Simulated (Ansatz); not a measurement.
The pair A = H2 (SMILES [H][H]) (first 2 atoms), B = CH3NO (SMILES NC=O); geometry from B3LYP-D3(BJ)/def2-TZVP.
(charge 0, multiplicity 1):
| atom | x (Å) | y (Å) | z (Å) |
|---|---|---|---|
| H | -0.3146 | -0.2150 | 0.4739 |
| H | 0.0056 | -0.0064 | -0.1675 |
| N | 0.9730 | 0.6963 | 3.3053 |
| C | -0.1016 | -0.0167 | 3.7216 |
| O | -0.8930 | -0.5694 | 2.9913 |
| H | 1.1530 | 0.7925 | 2.3190 |
| H | 1.5940 | 1.1331 | 3.9629 |
| H | -0.1878 | -0.0455 | 4.8231 |

Correlated levels freeze the cores. MP2 and its Hartree–Fock in aug-cc-pVQZ are density fitted.

The values were computed with Ansatz (Gaussian orbitals). 

The counterpoise-corrected interaction energy is E(AB) − E(A in the pair's basis) − E(B in the pair's basis). Total energies (hartree):

```tsv
level	AB	A in the pair's basis	B in the pair's basis
HF/aug-cc-pVTZ	-170.1384315	-1.1329661	-169.0051295
MP2/aug-cc-pVTZ	-170.7872721	-1.1650159	-169.6208636
HF/aug-cc-pVQZ	-170.1496305	-1.1334046	-169.0158903
MP2/aug-cc-pVQZ	-170.8372362	-1.1666817	-169.6690930
CCSD(T)/aug-cc-pVTZ	-170.8312824	-1.1726711	-169.6571166
```

**Question.** Work out the counterpoise-corrected interaction energy at the basis-set limit: extrapolate the MP2 correlation part as X⁻³, take Hartree–Fock from the larger set, and add the CCSD(T) − MP2 difference of aug-cc-pVTZ.

**Answer.** 
1. Differences (1 hartree = 627.509 kcal/mol): HF/aug-cc-pVTZ -0.211; MP2/aug-cc-pVTZ -0.874; HF/aug-cc-pVQZ -0.211; MP2/aug-cc-pVQZ -0.917; CCSD(T)/aug-cc-pVTZ -0.938.
2. Correlation parts, MP2 less HF: -0.663 in aug-cc-pVTZ (X = 3), -0.707 in aug-cc-pVQZ (X = 4).
3. Limit (4³·(-0.707) − 3³·(-0.663))/(4³ − 3³) = -0.738; with HF/aug-cc-pVQZ it gives -0.949.
4. CCSD(T) less MP2 in aug-cc-pVTZ: -0.064.
Result: -1.01 kcal/mol, against -0.87 at MP2/aug-cc-pVTZ. It is an estimate of this method's limit, not of the exact value.

Ansatz is a program for electronic structure.
